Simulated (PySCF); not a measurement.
BBr2, SMILES Br[B+]Br, charge +1. Geometry: TPSSh-D3(BJ)/def2-TZVP.

TDA-B3LYP/def2-SVPD in PySCF 2.14.0 puts the lowest singlet excitations at 5.49, 5.65, 5.65, 6.66, 6.79, 6.79 eV.

Task: What are the lowest excitation roots from ADC(2)/aug-cc-pVDZ (PySCF)? (The exact figures need the calculation; the answer reports its results.)

Result: 5.86, 5.86, 5.89, 6.88, 7.35, 7.46 eV. S1 differs by 0.37 eV (second minus first; roots are paired by order, and the bases may differ).
